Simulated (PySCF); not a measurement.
## Electronic structure of Te²⁺ (tellurium, charge +2) at the M06-2X level

Configuration: [Kr] 4d10 5s2 5p1 5d1, one real determinant (an excited configuration). All numbers are calculated (PySCF 2.14, a scalar-relativistic core potential, in aug-cc-pV5Z-PP with ECP28MDF (8s8p6d4f3g2h, 139 functions)).

- Total energy: -266.4617 hartree
- One-electron energy: -447.7100 hartree
- Hartree (Coulomb) energy: 201.2603 hartree
- Exchange-correlation energy: -20.0120 hartree
- ⟨S²⟩: 2.0032
- ⟨L²⟩: 8.013
- Sum of ⟨r⟩: 25.93 bohr
- Sum of ⟨r²⟩: 44.51 bohr²
- Traceless quadrupole moment −½Σ⟨3z² − r²⟩ along its main axis: 1.49 e·bohr²
- Time after the integrals: about 10 core-seconds

```
shell  electrons  mean orbital energy (eV)  spread (eV)  rms radius, mean of both spins (bohr)
 4s α          1                   -200.22            0                                  0.820
 4s β          1                   -200.05            0                                  0.820
 4p α          3                   -148.47        0.263                                  0.883
 4p β          3                   -148.30        0.523                                  0.883
 4d α          5                   -70.020        0.332                                   1.04
 4d β          5                   -69.820        0.630                                   1.04
 5s α          1                   -37.747            0                                   2.10
 5s β          1                   -35.552            0                                   2.10
 5p α          1                   -27.112            0                                   2.42
 5d α          1                   -13.584            0                                   3.62
```

⟨L²⟩ = 8.01 against 12 for a pure F term, so this real determinant mixes terms. Energies and moments cover only the electrons outside the core potential. The outer electron is Rydberg-like, and this basis confines it to a smaller radius and binds it less than a complete one would.
